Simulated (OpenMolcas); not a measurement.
# Ru3+: ligand-field states by method

Ru3+ with its 6 nearest chloride ions at 2.503 Å, on the Y site of Cs2NaYCl6 (a = 10.7396 Å, distance in the model lattice 2.619 Å). The rest of the host is ab initio model potentials to 7.6 Å, with orthogonalisation functions on the cations behind the ligands, and point charges beyond; the distance is set by hand and nothing relaxes. Ligand basis ANO-RCC-VDZP.
```
Ru    0.0000    0.0000    0.0000
Cl    2.5030    0.0000    0.0000
Cl    0.0000    2.5030    0.0000
Cl   -2.5030    0.0000    0.0000
Cl    0.0000   -2.5030    0.0000
Cl    0.0000    0.0000    2.5030
Cl    0.0000    0.0000   -2.5030
```

```
Program             : OpenMolcas
Basis               : ANO-RCC-VDZP [6s5p3d1f]
Scalar Hamiltonian  : DKH2, point nucleus
Active space        : 5 electrons in 5 orbitals (4d)
State averaging     : 2S+1 = 6 even, 1 root; 2S+1 = 4 even, 24 roots; 2S+1 = 2 even, 75 roots
Spin-orbit coupling : RASSI with atomic mean-field integrals over the reference wave functions
```

I. CASSCF
II. SS-CASPT2, IPEA 0.25 Eh, imaginary shift 0.1 Eh (closed shells correlated: 4s 4p and the ligand valence shells)

Spin-free states (labels of O, the rotations of Oh) in cm-1, each column counted from its own energy of the first state listed:

```csv
State,Degeneracy,I,II
6A1,1,0,0
2T2,3,7085,-9530
2S+1 = 4,3,8356,-880
2S+1 = 4,3,13337,2790
2S+1 = 2,3,18268,4450
2A2,1,19214,5280
2S+1 = 2,3,20864,7360
2S+1 = 4,1,20875,14340
4E,2,21645,14370
2E,2,22669,8500
2S+1 = 4,3,25293,17580
4E,2,26607,18420
```

II puts a state of multiplicity 2 lowest, 9500 cm-1 below that state.

From I to II, I's first state of another spin (2T2) moves from 7085 to -9530 cm-1, by about -17000 cm-1.

I: A least-squares ligand-field fit to the states below 45000 cm-1, each weighted by its degeneracy and with a free common offset, gives 10Dq = 15781 cm-1, B = 660 cm-1 and C = 2939 cm-1 (C/B = 4.45), with an rms deviation of 623 cm-1. The same method and metal basis give the free ion B = 902 cm-1 (fit to its terms below 60000 cm-1, rms deviation 29 cm-1), so the nephelauxetic ratio is β = 660 / 902 = 0.73; it hangs on how both fits weigh the states, and computed free-ion B values tend to be too large, so β mixes covalency with correlation.

χT at 300 K: I 4.31, II 0.66 cm3 K/mol.

Roots that are degenerate in the reference are averaged as groups; the widest CASPT2 spread within a group is 350 cm-1 (the 3-fold group of multiplicity 2 near 34800 cm-1 above the lowest state of its run, II). Shifts and gaps below about the spread of the groups concerned are not significant. Over all roots computed the reference weight is 0.64 to 0.67 in II; a low but even weight reflects the number of correlated electrons. The least metal-like active orbital is 79 % on the metal (Löwdin) and no ligand orbital is active, so the numbers are rough. Ligand-to-metal charge-transfer states are missing. With no ligand orbital active B as a rule stays too high, so bands that hang on it stand too high and its fall with covalency is understated. Without dynamic correlation the repulsion within the d shell is too large (B by tens of per cent), so at a given field states of lower spin stand too high (holds for I). This shell can be high or low spin here, a state of another spin lies low, and with metal d orbitals alone active their balance is uncertain, so the ground spin may be wrong (holds for I). With metal d orbitals alone the field can be off either way by tens of per cent (holds for I). An orbital triplet at a regular site is open to Jahn-Teller coupling, which can distort the site and quench the lowest spin-orbit gaps and is left out (holds for II). This shell can be high or low spin here, a state of another spin lies low, and with metal d orbitals alone active their balance is uncertain, so the ground spin may be wrong, although the usual error favours high spin (holds for II). These CASPT2 states fit no ligand-field parameters well, so their order and spin gaps are uncertain (holds for II). With one d shell and no ligand orbital active, 10Dq can be off by a tenth or more (holds for II). No measured value stands beside these numbers; the geometry was set by hand and not optimised.
